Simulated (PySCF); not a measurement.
Start geometry of `[F][Al-]([F])([F])[F]` (fluoroaluminate) from GFN2-xTB (Å):
```
atom  x, y, z in Å
F1     1.284   -1.089   -0.095
Al2    0.003    0.001   -0.007
F3     0.610    1.571   -0.009
F4    -1.014   -0.207   -1.332
F5    -0.866   -0.271    1.409
```

What comes out of this run: PBE0-D3(BJ)/def2-SVP geometry optimisation, gas phase (PySCF 2.14.0)?

```
atom  x, y, z in Å
F1     1.293   -1.099   -0.099
Al2    0.003    0.001   -0.007
F3     0.615    1.584   -0.016
F4    -1.027   -0.217   -1.338
F5    -0.867   -0.263    1.426
```

The energy falls by 0.011 eV over 4 energy and gradient evaluations, the largest force component goes from 0.0071 to 1.2e-04 Eh/bohr, and the atoms move by 0.012 Å rms after alignment. Among the bonds, F1–Al2, Al2–F3, Al2–F4 and Al2–F5 change most and about equally (+0.013 to +0.014 Å). Bonds longer at the end by more than 0.005 Å: 4 of 4; shorter: 0. The orientation of the end geometry is arbitrary; only internal coordinates are fixed.

The run used 74 basis functions and 20 SCF cycles in all. Hardware: an Arm Neoverse V1 with one thread, on a shared host. Cost: 6.0 s wall, 0.30 GiB resident at most.

Stationary, but not proved a minimum.
